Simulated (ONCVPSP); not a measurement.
**Which change was made? (O, ONCV)**

| Property | Result |
| --- | --- |
| Element | O |
| Generator | ONCVPSP 4.0.1 |
| Type | optimised norm-conserving Vanderbilt (ONCV) |
| Functional | PBE |
| Relativity | scalar-relativistic |
| Frozen core | [He] |
| Valence charge | 6 |
| Reference configuration | 2s2 2p3 (charge +1) |
| Partial waves | 2s: rc 0.70 bohr, ncon 3, nbas 7, qcut 9.6 1/bohr, 2 projectors, debl 0.3 Ha; 2p: rc 1.75 bohr, ncon 5, nbas 8, qcut 7.8 1/bohr, 2 projectors, debl 3.3 Ha; d scattering state at 0.31 Ha: rc 1.35 bohr, ncon 4, nbas 7, qcut 6.5 1/bohr, 1 projector |
| Local potential | polynomial inside 0.45 bohr (lpopt 5, dvloc0 6 Ha) |
| Core correction | polynomial model core, fcfact 0.6 |

In the s channel the program set the typed energies aside and used -1.458, 0.250 Ha.

Cutoffs, loose and tight: the cutoffs (Ha) at which the residual kinetic energy of the hardest occupied pseudo-wave falls to 1 and 0.1 mHa per electron. They do not see the model core or the augmentation charge, which bear on the density cutoff. Test errors are all-electron minus pseudo excitation energies from the reference, over the configurations 2s2 2p4; 2s2 2p2; 2s2 2p1; 2s2 2p0; variants that change the core or the reference have their own tests.

The base gives: outcome: generated, projector energies reset by the program; cutoff, loose: 42 Ha; cutoff, tight: 81 Ha; bound ghosts: none; GHOST(+) flags above zero: d; largest test error (meV): +2721.

Question: After one change the result is: outcome: generated, projector energies reset by the program; cutoff, loose: 41 Ha; cutoff, tight: 78 Ha; bound ghosts: none; GHOST(+) flags above zero: d; largest test error (meV): +1225. Which change was it?
A. reference 2s2 2p4
B. s: qcut 12.9; p: qcut 10.5; d: qcut 8.7
C. all radii but the core radius scaled by about 1.22 (s 0.86, p 2.14, d 1.64 bohr); local potential polynomial inside 0.54 bohr (lpopt 5, dvloc0 6 Ha)

Answer: A. The others give: all radii but the core radius scaled by about 1.22 (s 0.86, p 2.14, d 1.64 bohr); local potential polynomial inside 0.54 bohr (lpopt 5, dvloc0 6 Ha) → outcome: generated, projector energies reset by the program; cutoff, loose: 37 Ha; cutoff, tight: 48 Ha; bound ghosts: none; GHOST(+) flags above zero: none; largest test error (meV): +4626 | s: qcut 12.9; p: qcut 10.5; d: qcut 8.7 → outcome: generated, projector energies reset by the program; cutoff, loose: 46 Ha; cutoff, tight: 58 Ha; bound ghosts: none; GHOST(+) flags above zero: none; largest test error (meV): +1967.
